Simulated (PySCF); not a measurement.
germylsilane (GeH6Si), SMILES [SiH3][GeH3].

Coordinates come from a PBE0-D3(BJ)/def2-TZVP optimisation.

Method: TDDFT-M06-2X/def2-SVPD in PySCF.

Vertical excitations; the highest root listed may be one member of a degenerate set. The molecule is in vacuum. State labels are in the subgroup Cs.

Computed lowest excited states:
| state | symmetry | energy (eV) | λ (nm) | f | main pairs |
|---|---|---|---|---|---|
| S1 | A' | 7.37 | 168 | 0.066 | HOMO→LUMO 88 % |
| S2 | A' | 7.47 | 166 | 0.028 | HOMO→LUMO+2 (degenerate set) |
| S3 | A" | 7.47 | 166 | 0.028 | HOMO→LUMO+3 (degenerate set) |
| S4 | A' | 7.71 | 161 | 0.584 | HOMO→LUMO+1 86 % |
| S5 | A" | 8.08 | 153 | 0.001 | HOMO→LUMO+4 (degenerate set) |
| S6 | A' | 8.08 | 153 | 0.001 | HOMO→LUMO+5 (degenerate set) |
| S7 | A" | 8.56 | 145 | 0.072 | HOMO−1→LUMO (degenerate set) |
| S8 | A' | 8.56 | 145 | 0.072 | HOMO−2→LUMO (degenerate set) |
| S9 | A" | 8.68 | 143 | 0.000 | HOMO−2→LUMO+3 44 %, HOMO−1→LUMO+2 43 % |
| S10 | A' | 8.76 | 141 | 0.036 | HOMO−2→LUMO+1 69 % |
| T1 | A' | 6.75 | 184 | 0 | HOMO→LUMO, HOMO→LUMO+1, HOMO→LUMO+12 (degenerate set) |
| T2 | A' | 6.75 | 184 | 0 | HOMO→LUMO+2 (degenerate set) |
| T3 | A" | 6.75 | 184 | 0 | HOMO→LUMO+3 (degenerate set) |
| T4 | A' | 7.08 | 175 | 0 | HOMO→LUMO+1 52 %, HOMO→LUMO 35 % |
Triplets are in the Tamm–Dancoff approximation, which puts them higher than full response would, so one can lie above its singlet here.
